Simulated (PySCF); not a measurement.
A run for PySCF: R-B3LYP/LANL2DZ on CH3FGeO (SMILES C[O][Ge][F]), a point of a torsion scan.

```python
from pyscf import gto, scf, dft, mp
from pyscf.data.elements import chemcore

mol = gto.M(
    atom='''
    C    -0.89386350   -0.11935190    0.16726869
    O    -0.24211330    1.13049698    0.08180989
    Ge   -0.08524795    2.69133200   -0.63242986
    F    -1.53527226    2.71153714   -1.78843049
    H    -0.53836385   -0.77565945   -0.62848210
    H    -1.97296839    0.00348210    0.06488329
    H    -0.66517663   -0.56521093    1.13751249
    ''',
    basis='lanl2dz',
    ecp={'Ge': 'lanl2dz'},
    charge=0, spin=0, verbose=3, max_memory=1800)
mf = dft.RKS(mol, xc='b3lyp')
mf.conv_tol = 1e-8
mf.max_cycle = 100
mf.kernel()
if not mf.converged:
    mf = mf.newton().run(mf.mo_coeff, mf.mo_occ)
```

Problem. What total energy does the run end on?

Solution. -218.8053 hartree.
